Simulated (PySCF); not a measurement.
Spin–spin coupling constants

Geometry (Å), atoms numbered from 1 in this order:
```xyz
13

B     1.176    1.131   -0.064
H     1.766    1.468    0.941
H     1.426    1.701   -1.104
C     0.243   -0.107   -0.049
C    -0.752   -0.243   -1.198
C    -0.345   -0.520    1.297
H     1.104   -0.803   -0.266
H    -0.287   -0.021   -2.170
H    -1.591    0.460   -1.067
H    -1.184   -1.256   -1.249
H    -0.775   -1.534    1.264
H     0.408   -0.494    2.098
H    -1.158    0.165    1.589
```

Method: B3LYP/pcJ-1 (spin–dipole term only in couplings to heteroatoms)//PBE0-D3(BJ)/def2-SVP, PySCF 2.14; isolated molecule, single conformer, non-relativistic. Couplings are averaged over pairs made equivalent by symmetry, fast rotation or ring inversion, so a value needn't be that of the named pair in this geometry, while other rotamers aren't included; one pair stands for each set, and the list holds those of at least 0.8 Hz over up to four bonds.

Isotopes: ¹¹B, ¹H, ¹³C.

| pair | bonds | J (Hz) |
| --- | --- | --- |
| B1, H2 | 1 | ? |
| B1, C4 | 1 | ? |
| C4, C5 | 1 | 37.0 |
| C4, H7 | 1 | ? |
| C5, H8 | 1 | 132.6 |
| B1, H7 | 2 | -9.1 |
| H2, H3 | 2 | 6.1 |
| H2, C4 | 2 | ? |
| C4, H8 | 2 | -3.0 |
| C5, C6 | 2 | 1.8 |
| C5, H7 | 2 | -6.1 |
| H8, H9 | 2 | -13.9 |
| B1, H8 | 3 | 5.3 |
| H2, C5 | 3 | 6.1 |
| H2, H7 | 3 | ? |
| C5, H11 | 3 | 5.2 |
| H7, H8 | 3 | 7.9 |

Problem. Estimate the withheld couplings, with signs.

Solution. 
- ¹J(B1,H2) = 134.5 Hz (bond length 1.212 Å)
- ¹J(B1,C4) = 51.3 Hz (bond length 1.551 Å)
- ¹J(C4,H7) = 95.8 Hz (bond length 1.128 Å)
- ²J(H2,C4) = 5.0 Hz (angle at B1 120°)
- ³J(H2,H7) = -2.3 Hz (dihedral angle 86°)
